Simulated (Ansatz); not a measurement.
```yaml
crystal:
  periodic: [false, false, false]
  atoms:
    - {symbol: C, position_ang: [-1.221976, -0.430776, 0.040440]}
    - {symbol: C, position_ang: [0.227677, -0.401057, -0.334487]}
    - {symbol: O, position_ang: [1.156768, -0.432898, 0.838396]}
    - {symbol: Al, position_ang: [1.466501, 0.989837, -0.034322]}
    - {symbol: Br, position_ang: [2.784324, 2.776187, 0.114526]}
    - {symbol: H, position_ang: [-1.844651, -0.339379, -0.853740]}
    - {symbol: H, position_ang: [-1.494520, 0.371484, 0.729157]}
    - {symbol: H, position_ang: [-1.464639, -1.384632, 0.524126]}
    - {symbol: H, position_ang: [0.479017, -1.195066, -1.041197]}
basis:
  gaussian: {orbitals: def2-SVP, nuclear_model: gaussian}
hamiltonian: {xc: {name: HF}, dispersion: rvv10}
output: {forces: true}
```

```sh
$ ansatz run in.yaml --threads 4 --pin off --events-out ev --progress --plain --max-ram 10444MiB
```

(1) How does Ansatz answer? (Best estimate.)

Results:

(1) Computed: The input was rejected before any iteration.
```
Error: inconsistent input (hamiltonian.dispersion, hamiltonian.xc): `dispersion: rvv10` has no transferable b for PBE exchange — Sabatini et al. (2013) fitted b=6.3 to rPW86, and the PBE refits of Peng & Perdew (2017) are task-dependent (b=6.6 S22 / b=10.0 layered). Use `xc: {exchange: rpw86, correlation: pbe}` for the original rVV10 or `xc: r2scan` for the r²SCAN+rVV10 pairing
```
